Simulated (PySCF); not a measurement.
# Two-component Hartree-Fock for Ir (iridium, neutral)

Start: [Xe] 4f14 5d9; 5d3/2 filled at m_j = -3/2, -1/2, +1/2, +3/2; 5d5/2 filled at m_j = -3/2, -1/2, +1/2, +3/2, +5/2. Calculated with PySCF 2.14 in x2c-TZVPall-2c (11s11p10d2f, 108 functions): generalised Hartree-Fock with the X2C-1e Hamiltonian and a Gaussian nucleus; spin-orbit coupling (SO) screened by Boettger's factors. This is a chosen level, not necessarily the ground level.

```tsv
spinor shell	electrons	ε, screened SO (eV)	weight of nominal j (screened SO)	rms radius, screened SO (bohr)
1s1/2	2	-76503.5	1.000	0.0197
2s1/2	2	-13523.7	1.000	0.0795
2p1/2	2	-12932.1	1.000	0.0675
2p3/2	4	-11298.9	1.000	0.0752
3s1/2	2	-3224.9	1.000	0.203
3p1/2	2	-2960.5	1.000	0.195
3p3/2	4	-2597.2	1.000	0.210
3d3/2	4	-2160.9	1.000	0.185
3d5/2	6	-2082.8	1.000	0.189
4s1/2	2	-719.05	1.000	0.450
4p1/2	2	-606.36	1.000	0.456
4p3/2	4	-519.32	1.000	0.490
4d3/2	4	-334.22	1.000	0.507
4d5/2	6	-317.49	1.000	0.519
5s1/2	2	-110.62	1.000	1.06
4f5/2	6	-79.360	0.999	0.586
4f7/2	8	-76.213	0.999	0.588
5p1/2	2	-73.470	0.997	1.16
5p3/2	4	-58.879	0.999	1.26
5d3/2	4	-9.317	0.878	2.05
5d5/2	5	-7.957	0.939	2.08
```

```csv
quantity,screened SO
E (hartree),-17838.90047
M_J,5/2
⟨J²⟩,10.505
⟨L²⟩,8.694
⟨S²⟩,1.350
```

The determinant has a definite M_J but mixes levels of different J.

Each row is a mean over spinors that exchange with the open shell spreads, by up to 3.660 eV (5p3/2).

Rows whose weight is well below 1 are mixtures of j = l ± 1/2: exchange outweighs spin-orbit coupling there, and the label is only the starting occupation.

Breit and QED terms are absent; they matter most for the inner s and p1/2 levels.

Densities and radii are taken from the X2C orbitals without a picture-change correction, which distorts them close to the nucleus.
